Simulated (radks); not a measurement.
Ag III, configuration [Kr] 4d9 (the NIST ground configuration). All-electron calculation, Dirac Kohn-Sham, BLYP, spin-unpolarised, spherical densities, point nucleus; open shells are shared between the two j in proportion to 2j + 1; speed of light set to 1370.36 atomic units (10 times the physical value, a model run). Program: a radial shooting solver on a logarithmic mesh with Libxc functionals.

Radial electron density D(r) = 4 pi r^2 rho(r):

r (bohr)  D(r) (e/bohr)
0.003086          6.538
0.004018          10.15
0.005232          15.36
0.006812          22.44
0.008871          31.39
0.01164           41.78
0.01516           51.24
0.01974           57.51
0.02571           58.41
0.03347           54.55
0.04359           50.94
0.05721           54.74
0.0745            66.37
0.097             74.87
0.1263            68.59
0.1645            54.55
0.2142            52.53
0.2811            60.22
0.366             51.81
0.4766            28.67
0.6206            16.70
0.8081            18.41
1.061             16.81
1.381             9.723
1.799             3.905
2.342             1.159
3.05             0.2394
3.971           0.02857

D(r) has 4 maxima, at r = 0.0235, 0.100, 0.293, 0.882 bohr, and minima at 0.0450, 0.193, 0.651 bohr, inside which lie 2.02, 11.28, 28.99 electrons.
